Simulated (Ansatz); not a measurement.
BeClH (SMILES [BeH][Cl]), charge 0, multiplicity 1, relaxed at each level with Ansatz (a first-principles code); harmonic frequencies from differences of analytic forces, average atomic masses, frozen cores.

```csv
level,Be1–H2 (Å),Be1–Cl3 (Å),H2–Be1–Cl3 (°),dipole (D)
HF/def2-TZVPP,1.3255,1.8145,180.0,0.66
PBE/def2-TZVPP,1.3363,1.8098,180.0,0.23
r2SCAN/def2-TZVPP,1.3286,1.8063,180.0,0.33
B3LYP/def2-TZVPP,1.3224,1.8065,180.0,0.34
PBE0/def2-TZVPP,1.3306,1.8031,180.0,0.35
wB97X-V/def2-TZVPP,1.3298,1.8072,180.0,0.44
MP2/cc-pV(T+d)Z,1.3220,1.8047,180.0,0.45
CCSD(T)/cc-pV(D+d)Z,1.3336,1.8116,180.0,0.30
CCSD(T)/cc-pV(T+d)Z,1.3257,1.8057,180.0,0.44
```
